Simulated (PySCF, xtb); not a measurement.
Si(H)(F)(Br)(Me) (CH₄BrFSi), SMILES C[SiH](F)Br.

Harmonic wavenumbers (cm⁻¹) from GFN2-xTB (xtb) at its own minimum, in rising order: 97, 143, 173, 223, 421, 632, 652, 760, 818, 835, 863, 1381, 1464, 1470, 2416, 3019, 3039, 3044.

What does PBE-D3(BJ)/def2-SVP run with PySCF 2.14.0 give at its own minimum? (An estimate is asked for; the answer gives what the named calculation found.)

151, 167, 205, 258, 418, 644, 705, 744, 812, 850, 909, 1221, 1373, 1375, 2205, 2980, 3084, 3092. Paired by order, the mean absolute difference is 55 cm⁻¹ and the zero-point energies are 30.7 and 30.3 kcal/mol.
